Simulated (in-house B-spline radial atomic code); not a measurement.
How G0W0 and RPA depend on the start: Yb⁺

Configuration [Xe] 4f14 6s1, highest spin. Computed with a B-spline radial code for spherical atoms: all electrons, scalar-relativistic (spin-free one-electron X2C), finite nucleus, each spin shell either full or empty, empty states to l = 9 with an (l + 1/2)⁻⁴ tail; G0W0 by contour deformation at full frequency.

Without the two-electron picture change, the correlation of inner shells comes somewhat too large for so heavy an element.

RPA overbinds a lone outer s electron by self-correlation, and G0W0 tends to as well.

```tsv
start	mean-field 6s up (eV)	G0W0 (eV)	QP weight	RPA correlation (Eh)
Hartree-Fock	-11.314	?	?	?
LDA VWN5	-9.849	-12.707	0.904	-6.5251
PBE	-9.610	-12.662	0.891	-6.5194
PBE0	-10.130	-12.551	0.933	-6.3541
HSE06	-9.830	?	?	?
B3LYP (VWN-RPA)	-10.138	-12.609	0.930	-6.3886
TPSS	-9.468	-12.630	0.804	-6.5025
BHandHLYP	-10.625	-12.469	0.951	-6.2118
CAM-B3LYP	-11.216	-12.554	0.955	-6.3221
LC-wPBE	-12.040	-12.512	0.965	-6.3233
wB97X	-11.692	-12.475	0.964	-6.2911
PBEsol	-9.652	-12.676	0.896	-6.5216
r2SCAN0	-10.252	-12.523	0.938	-6.2984
```

Question: What G0W0 level, weight and RPA correlation energy follow from the Hartree-Fock start?

Answer: G0W0 level -12.244 eV, weight 0.968, RPA correlation -5.9571 hartree.

Question: What G0W0 level, weight and RPA correlation energy follow from the HSE06 start?

Answer: G0W0 level -12.576 eV, weight 0.919, RPA correlation -6.3687 hartree.

Question: How much of the dependence on the start does G0W0 remove?

Answer: The mean-field levels span 2.57 eV and the G0W0 levels 0.463 eV. Against 12.179 eV (NIST, measured) the G0W0 removal energies are off by +0.07 to +0.53 eV, with spin-orbit coupling, Breit and QED terms left out.
